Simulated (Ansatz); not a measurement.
Gas-phase electronic energies from Ansatz, PBE0-D4/def2-TZVP geometries. CCSD(T)/CBS adds triple-zeta CCSD(T) − MP2 to the extrapolated MP2 energy (def2 sets, frozen cores). This one scheme is used for every species. DFT in def2-TZVPP. B3LYP here is the variant with VWN-RPA as its local correlation; programs differ in this. HSE06 is defined as in plane-wave codes. Elements past krypton have def2 core potentials. For Br, Sn outer-core shells are correlated without core-valence functions, which leaves a few kJ/mol of doubt a bond. Scalar relativity is left out up to krypton. One conformer a species, not always the lowest.

`[SiH3][O][Sn][Br]` + H₂O → `[OH][Sn][Br]` + `O[SiH3]`  (formal hydrolysis of the Sn–O bond)

```csv
level,ΔE (kJ/mol),difference from CCSD(T)/CBS
B3LYP-D4,29.5,-2.4
HSE06-D4,27.4,-4.5
CAM-B3LYP-D4,27.4,-4.5
revPBE,15.9,-16.0
r2SCAN,22.1,-9.8
CCSD(T)/def2-SVP,36.9,5.0
MP2/def2-TZVPP,31.4,-0.5
CCSD(T)/def2-TZVPP,30.1,-1.8
HF/def2-QZVPP,28.0,-3.9
SCS-MP2/def2-QZVPP,30.9,-1.0
CCSD(T)/CBS,31.9,0
```

Largest T1 diagnostic among the species: 0.015.

The D4 term adds +9.8 kJ/mol with B3LYP and +5.5 kJ/mol with PBE0; it sums over pairs of atoms, weighted by their polarisabilities, and B3LYP, whose exchange is more repulsive, gets the larger term. From PBE to PBE0 (25 % exact exchange), in def2-TZVPP and without D4, ΔE moves by +4.2 kJ/mol. Leaving LDA and LC-ωPBE aside and taking each functional with its dispersion term where it has one, the values, not all of them listed here, spread over 11.3 kJ/mol, from r2SCAN-D4 to BHLYP-D4.

CCSD(T)/CBS has its own doubt, a few kJ/mol and more with outer-core shells, so smaller differences from it don't rank the levels.
